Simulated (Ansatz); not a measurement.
C$_{3}$H$_{15}$Ge$_{2}$NSi (`C[N](C)[Ge]([CH3])([SiH3])[GeH3]`). The species carries charge 0 and has multiplicity 1. All single points use the PBE0-D4/def2-TZVP geometry. It is one conformer, not always the lowest.

```xyz
22

C    -0.911   -2.010   -0.381
N     0.293   -1.214   -0.396
C     1.357   -1.837    0.356
Ge    0.080    0.615   -0.151
C     1.813    1.450   -0.517
Si   -1.582    1.365   -1.692
Ge   -0.608    1.137    2.141
H    -1.690   -1.546   -0.991
H    -0.708   -3.001   -0.807
H    -1.325   -2.168    0.629
H     1.114   -1.986    1.423
H     1.582   -2.824   -0.065
H     2.271   -1.242    0.299
H     1.700    2.535   -0.552
H     2.538    1.205    0.261
H     2.190    1.102   -1.480
H    -2.934    0.875   -1.311
H    -1.607    2.853   -1.675
H    -1.281    0.907   -3.075
H     0.489    0.763    3.157
H    -1.889    0.378    2.531
H    -0.892    2.643    2.297
```

Q: What is the dipole moment at PBE/def2-TZVPP? (Best estimate.)

A: Computed: 0.92 D, with components (0.80, -0.36, -0.27) D in this frame, pointing from negative to positive charge.

Q: And with r2SCAN, B3LYP, ωB97M-V? (Best estimate.)

A: Ansatz gave: r2SCAN 0.89 D, B3LYP 0.85 D, ωB97M-V 0.76 D.

Q: Give the Mulliken charges with PBE, r2SCAN, ωB97M-V in def2-TZVPP. (Estimate.)

A: The calculation gave: 
```tsv
atom	PBE	r2SCAN	ωB97M-V
C1	-0.16	-0.04	-0.23
N2	-0.20	-0.27	-0.27
C3	-0.18	-0.05	-0.25
Ge4	0.21	0.15	0.08
C5	-0.36	-0.28	-0.42
Si6	0.04	0.13	0.07
Ge7	-0.03	0.01	-0.07
H8	0.08	0.05	0.10
H9	0.08	0.05	0.11
H10	0.07	0.04	0.10
H11	0.07	0.04	0.10
H12	0.08	0.05	0.11
H13	0.09	0.05	0.11
H14	0.11	0.09	0.13
H15	0.11	0.08	0.13
H16	0.12	0.10	0.15
H17	-0.03	-0.05	-0.01
H18	-0.04	-0.06	-0.01
H19	-0.04	-0.05	-0.01
H20	-0.01	-0.01	0.02
H21	-0.01	-0.01	0.02
H22	-0.01	-0.01	0.02
```

B3LYP here is the variant with VWN-RPA as its local correlation; programs differ in this.
